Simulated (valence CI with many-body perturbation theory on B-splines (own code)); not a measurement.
# E1 line list for Zn¹⁵⁺

Calculated by configuration interaction combined with many-body perturbation theory (CI+MBPT): five valence electrons over a frozen Dirac-Fock core [Ne], radial functions for each j: 11 s, 11 p, 10 d, 8 f, 5 g, 2 h, with the one-electron correlation potential Σ1, the two-electron term Σ2, the three-electron term Σ3, Breit, model QED; selected CI, second order for the rest, scaled by the run's own slope (own B-spline code, finite nucleus).

No measured levels were compared; by estimate levels of excited configurations hold to 0.05 to 0.15 % of their energy, terms of the ground configuration to about 0.5 %. Among the levels kept, up to 3300 cm⁻¹ of a level comes from second order outside the variational space, and about a tenth of that is noise between levels of different J, which matters for small intervals.

Lines 101 to 150 of 569 in falling wavelength, among levels below 172.44 eV, chosen from the strongest by gf and those to the six lowest levels. Wavelengths and rates use the calculated energies, so an error of 300 cm⁻¹ moves a line at 21.68 nm by 0.065 % and its rate by three times that or more. Electric multipoles are in the length gauge with retardation, E1 and E2 with the static RPA response of the core. Weak lines are less certain than strong ones. Lines between different terms over intervals too small for the method are left out, as are lines whose strength nearly cancels. Where a level lies close to another of its J and parity, the split of strength between their lines is uncertain. The highest levels of a list are the least certain.

Names give the largest LS component (configuration and term), which can be under half, so a name can repeat, a term be missing and a line seem to break the LS rules; names also repeat where a configuration has a term twice. Letters in brackets count levels of one name in rising energy.

```csv
λ vac (nm),Upper,Lower,A (s⁻¹),S (a.u.)
21.68,3s2 3p2 3d 4D_1/2,3s2 3p3 2P°_3/2,1.17e+09,1.18e-02
21.66,3s 3p3 3d 6D°_5/2,3s 3p4 4P_5/2,8.49e+07,2.55e-03
21.65,3s2 3p 3d2 4G°_5/2,3s2 3p2 3d 2D_3/2 [a],2.13e+09,6.41e-02
21.61,3s2 3p2 3d 4D_3/2,3s2 3p3 2P°_3/2,8.51e+07,1.70e-03
21.56,3s 3p4 2S_1/2 [a],3s2 3p3 2D°_3/2,1.07e+10,1.06e-01
21.51,3s 3p3 3d 2P°_3/2 [c],3s2 3p2 3d 2D_5/2 [a],1.03e+10,2.03e-01
21.44,3s 3p3 3d 2F°_5/2 [a],3s2 3p2 3d 2F_5/2 [a],2.99e+09,8.73e-02
21.31,3s 3p3 3d 2D°_5/2 [a],3s2 3p2 3d 2F_7/2 [a],5.41e+09,1.55e-01
21.29,3s 3p3 3d 4D°_7/2 [c],3s2 3p2 3d 4F_9/2,4.45e+09,1.70e-01
21.26,3s 3p3 3d 2P°_3/2 [d],3s2 3p2 3d 2S_1/2,3.32e+09,6.30e-02
21.24,3s2 3p 3d2 2P°_1/2 [a],3s2 3p2 3d 2D_3/2 [b],1.09e+10,1.03e-01
21.17,3p5 2P°_3/2,3s 3p4 4P_5/2,3.59e+08,6.73e-03
21.15,3s 3p3 3d 2G°_9/2 [b],3s2 3p2 3d 4D_7/2,6.54e+09,3.05e-01
21.12,3s 3p3 3d 2P°_3/2 [d],3s2 3p2 3d 2P_3/2 [c],7.80e+09,1.45e-01
21.08,3s 3p3 3d 2P°_1/2 [c],3s2 3p2 3d 2S_1/2,9.97e+09,9.22e-02
21.04,3s 3p3 3d 2F°_7/2 [d],3s2 3p2 3d 2D_5/2 [a],1.16e+10,4.27e-01
20.90,3s 3p3 3d 2G°_7/2 [b],3s2 3p2 3d 4D_5/2,2.91e+09,1.05e-01
20.82,3s2 3p 3d2 2F°_5/2 [a],3s2 3p2 3d 2F_5/2 [b],4.54e+09,1.21e-01
20.80,3p4 3d 4F_9/2,3s 3p3 3d 4D°_7/2 [a],4.40e+09,1.96e-01
20.80,3s2 3p2 3d 4F_3/2,3s2 3p3 2D°_5/2,8.47e+07,1.50e-03
20.76,3s 3p3 3d 2D°_5/2 [a],3s2 3p2 3d 4F_7/2,3.32e+09,8.81e-02
20.76,3s 3p3 3d 2F°_5/2 [d],3s2 3p2 3d 2D_3/2 [a],5.85e+09,1.55e-01
20.75,3s2 3p2 3d 4D_3/2,3s2 3p3 2P°_1/2,5.51e+07,9.71e-04
20.56,3s 3p3 3d 2P°_3/2 [d],3s2 3p2 3d 2F_5/2 [b],7.82e+09,1.34e-01
20.56,3s2 3p 3d2 4D°_5/2 [a],3s2 3p2 3d 2D_5/2 [b],3.16e+09,8.12e-02
20.50,3s 3p3 3d 4D°_3/2 [c],3s2 3p2 3d 2F_5/2 [a],3.88e+09,6.59e-02
20.46,3s2 3p 3d2 2F°_7/2 [a],3s2 3p2 3d 2F_7/2 [b],4.93e+09,1.67e-01
20.43,3s2 3p2 3d 4F_5/2,3s2 3p3 2D°_5/2,1.50e+08,3.80e-03
20.41,3s 3p3 3d 2D°_5/2 [d],3s2 3p2 3d 2D_5/2 [c],8.88e+09,2.24e-01
20.39,3s 3p3 3d 2G°_7/2 [b],3s2 3p2 3d 2F_7/2 [a],6.18e+09,2.07e-01
20.37,3s 3p3 3d 2F°_5/2 [e],3s2 3p2 3d 2D_3/2 [a],2.81e+09,7.03e-02
20.33,3s 3p3 3d 2D°_5/2 [c],3s2 3p2 3d 2P_3/2 [c],3.53e+09,8.77e-02
20.32,3s 3p3 3d 2P°_3/2 [d],3s2 3p2 3d 2P_1/2,8.01e+09,1.33e-01
20.32,3s 3p3 3d 4D°_5/2 [c],3s2 3p2 3d 4F_7/2,2.96e+09,7.34e-02
20.30,3s 3p3 3d 2D°_5/2 [c],3s2 3p2 3d 2F_7/2 [b],7.67e+09,1.90e-01
20.28,3s2 3p2 3d 4F_3/2,3s2 3p3 2D°_3/2,6.90e+08,1.14e-02
20.24,3s 3p3 3d 2D°_3/2 [e],3s2 3p2 3d 2D_3/2 [c],1.31e+10,2.15e-01
20.24,3p4 3d 4F_7/2,3s 3p3 3d 4D°_5/2 [a],3.92e+09,1.28e-01
20.22,3s 3p3 3d 2D°_3/2 [e],3s2 3p2 3d 2D_5/2 [c],1.70e+10,2.78e-01
20.14,3s 3p4 2S_1/2 [b],3s2 3p3 2D°_3/2,2.83e+08,2.28e-03
20.06,3s 3p3 3d 4D°_5/2 [d],3s2 3p2 3d 4D_7/2,2.84e+09,6.80e-02
20.05,3s2 3p 3d2 4P°_5/2,3s2 3p2 3d 2F_7/2 [b],5.87e+09,1.40e-01
20.00,3s 3p3 3d 2G°_7/2 [b],3s2 3p2 3d 2F_5/2 [a],4.95e+09,1.56e-01
19.96,3s 3p3 3d 4D°_7/2 [d],3s2 3p2 3d 4D_7/2,1.13e+10,3.55e-01
19.95,3s2 3p 3d2 2F°_5/2 [a],3s2 3p2 3d 2D_3/2 [b],2.57e+09,6.05e-02
19.94,3s2 3p2 3d 4F_5/2,3s2 3p3 2D°_3/2,6.60e+07,1.55e-03
19.90,3s2 3p2 3d 4F_7/2,3s2 3p3 2D°_5/2,7.31e+07,2.28e-03
19.86,3s 3p3 3d 4D°_3/2 [c],3s2 3p2 3d 4F_5/2,5.72e+09,8.84e-02
19.79,3s 3p3 3d 2G°_9/2 [b],3s2 3p2 3d 2F_7/2 [a],5.82e+09,2.23e-01
19.71,3s 3p3 3d 4D°_1/2 [c],3s2 3p2 3d 4F_3/2,7.71e+09,5.82e-02
```
